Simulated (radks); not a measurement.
Problem. The mean radii <r> (bohr) of the occupied orbitals of an atom or ion are listed with their occupations. All-electron calculation, Dirac Kohn-Sham, relativistic LDA (MacDonald-Vosko exchange, VWN5 correlation), spin-unpolarised, spherical densities, finite nucleus; Fermi nuclear charge, rms radius of each element as measured or else 0.836 A^(1/3) + 0.57 fm. Program: a radial shooting solver on a logarithmic mesh with Libxc functionals.

| orbital | occ. | <r> |
|---|---|---|
| 1s1/2 | 2 | 0.01667 |
| 2s1/2 | 2 | 0.06945 |
| 2p1/2 | 2 | 0.05707 |
| 2p3/2 | 4 | 0.06565 |
| 3s1/2 | 2 | 0.1780 |
| 3p1/2 | 2 | 0.1680 |
| 3p3/2 | 4 | 0.1828 |
| 3d3/2 | 4 | 0.1584 |
| 3d5/2 | 6 | 0.1629 |
| 4s1/2 | 2 | 0.3554 |
| 4p1/2 | 2 | 0.3505 |
| 4p3/2 | 1 | 0.3716 |

Name the element and its charge. Open shells, if any, fill j = l - 1/2 first.

Solution. Z = 80, mercury, charge +47: Hg47+ in [Ar] 3d10 4s2 4p3. The 1s radius gives Z: for a bare nucleus <r> = (2 gamma + 1)/(2Z) with gamma = sqrt(1 - (Z/c)^2), 0.0164 bohr for Z = 80, and screening makes it slightly larger (0.01667 here). The occupations add up to 33, and the charge is Z minus that.
